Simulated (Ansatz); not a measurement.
A nudged elastic band was laid between two geometries of H2 + H4HfO4 (11 atoms, charge 0, multiplicity 1).

Level of theory: RKS PBE0-D4/def2-SVP (Ansatz).

```
movable images  : 5
climbing image  : yes
spring          : 5.0 eV/Å²
optimiser       : quadratic models (default)
start path      : through a guess of the saddle point
force threshold : 0.03 eV/Å
iteration limit : 60
end points      : relaxed
```

Image 0:

```xyz
11
Properties=species:S:1:pos:R:3
Hf -0.302 -0.414 -0.010
O -0.177 -0.055 1.888
H -0.203 0.012 2.839
O 1.475 -0.609 -0.740
H 2.373 -0.651 -1.056
O -1.209 1.053 -0.879
H -1.621 1.815 -1.275
O -1.297 -2.044 -0.290
H -1.777 -2.844 -0.484
H 1.558 2.716 1.915
H 1.153 2.071 1.946
```

Image 6:

```xyz
11
Properties=species:S:1:pos:R:3
Hf -0.014 0.358 -0.011
O 0.803 -0.264 2.127
H 0.033 -0.828 2.325
O 1.723 -0.043 -0.755
H 2.496 -0.477 -1.108
O -1.120 0.966 -1.463
H -1.560 1.353 -2.216
O -1.198 -1.034 0.811
H -1.994 -1.438 0.458
H 0.036 1.968 0.956
H 0.767 0.488 2.730
```

(1) Which bonds break or form, and what moves?

(2) What energy profile does the band end with?

(3) What is the geometry of the highest image?

(4) What are the harmonic wavenumbers there?

## Answers

(1) Bonds broken: H10–H11. Bonds formed: Hf1–H10, O2–H11. H2 + H4HfO4 becomes H6HfO4.

(2) The run converged. The highest image is number 4 of 0 to 6, 1.17 eV above the first end and 0.44 eV above the last; the last end lies 0.73 eV above the first. A vibrational analysis at the climbing image gives one clearly imaginary mode, 988i cm⁻¹: a first-order saddle point. The orbitals stay closed-shell, which can raise the energy where a bond breaks towards radicals; this wasn't checked here.

```json
{"image": "0", "path coordinate (Å)": "0.00", "energy (eV)": "0.00", "H10–H11 (Å)": "0.76", "Hf1–H10 (Å)": "4.12", "O2–H11 (Å)": "2.51"}
{"image": "1", "path coordinate (Å)": "1.01", "energy (eV)": "0.01", "H10–H11 (Å)": "0.76", "Hf1–H10 (Å)": "3.92", "O2–H11 (Å)": "2.49"}
{"image": "2", "path coordinate (Å)": "2.02", "energy (eV)": "0.10", "H10–H11 (Å)": "0.76", "Hf1–H10 (Å)": "3.29", "O2–H11 (Å)": "2.31"}
{"image": "3", "path coordinate (Å)": "3.03", "energy (eV)": "0.41", "H10–H11 (Å)": "0.77", "Hf1–H10 (Å)": "2.58", "O2–H11 (Å)": "1.94"}
{"image": "4", "path coordinate (Å)": "4.04", "energy (eV)": "1.17", "H10–H11 (Å)": "1.04", "Hf1–H10 (Å)": "2.09", "O2–H11 (Å)": "1.22"}
{"image": "5", "path coordinate (Å)": "5.06", "energy (eV)": "0.81", "H10–H11 (Å)": "1.83", "Hf1–H10 (Å)": "1.91", "O2–H11 (Å)": "0.98"}
{"image": "6", "path coordinate (Å)": "6.07", "energy (eV)": "0.73", "H10–H11 (Å)": "2.42", "Hf1–H10 (Å)": "1.88", "O2–H11 (Å)": "0.97"}
```

(3) 
```xyz
11
Properties=species:S:1:pos:R:3:forces:R:3
Hf 0.084 0.065 0.142 0.00 0.00 0.00
O 0.626 -0.001 2.241 0.00 0.00 0.00
H 0.066 -0.445 2.889 0.00 0.00 0.00
O 1.761 -0.413 -0.682 0.00 0.00 0.00
H 2.311 -0.645 -1.429 0.00 0.00 0.00
O -0.856 1.069 -1.217 0.00 0.00 0.00
H -1.340 1.780 -1.632 0.00 0.00 0.00
O -1.142 -1.427 0.399 0.00 0.00 0.00
H -1.838 -1.908 -0.052 0.00 0.00 0.00
H 0.020 1.838 1.236 0.00 0.00 0.00
H 0.283 1.137 1.958 0.00 0.00 0.00
```

(4) 988i, 75, 126, 151, 161, 175, 212, 224, 269, 307, 339, 345, 383, 463, 548, 557, 680, 689, 709, 968, 1397, 1727, 1833, 3891, 3997, 4027, 4036 cm⁻¹.

Time of the run: 5.5 min on 4 threads of Arm Neoverse V1, with other jobs on the host, peak memory 0.29 GiB.
